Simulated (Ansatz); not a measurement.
BGaH4OS2, SMILES `OBS[S][GaH2]`. Charge 0, multiplicity 1. Geometry: relaxed with PBE0-D4/def2-TZVP. It is one conformer, not always the lowest.

```xyz
9

O     0.889   -1.249   -1.253
B     1.093    0.060   -1.137
S     0.985    0.894    0.515
S     0.399   -0.703    1.735
Ga   -1.432    0.456    0.978
H     0.666   -1.644   -0.385
H     1.375    0.753   -2.065
H    -1.929    1.576    1.932
H    -2.047   -0.143   -0.319
```

Problem. What is the dipole moment at r2SCAN/def2-TZVPP? (An estimate is asked.)

Solution. Computed: 0.58 D, with components (-0.51, 0.26, 0.05) D in this frame, pointing from negative to positive charge.

Problem. And with PBE, B3LYP, ωB97M-V? (Estimate.)

Solution. Computed: PBE 0.54 D, B3LYP 0.64 D, ωB97M-V 0.68 D.

Problem. Give the Mulliken charges with r2SCAN, PBE, ωB97M-V in def2-TZVPP. (An estimate is asked.)

Solution. The calculation gave: 
```tsv
atom	r2SCAN	PBE	ωB97M-V
O1	-0.26	-0.19	-0.23
B2	0.18	0.11	0.08
S3	-0.05	-0.04	-0.04
S4	-0.29	-0.25	-0.26
Ga5	0.27	0.19	0.18
H6	0.22	0.20	0.20
H7	0.02	0.02	0.08
H8	-0.05	-0.02	-0.01
H9	-0.04	-0.02	-0.01
```

B3LYP here is the variant with VWN-RPA as its local correlation; programs differ in this.
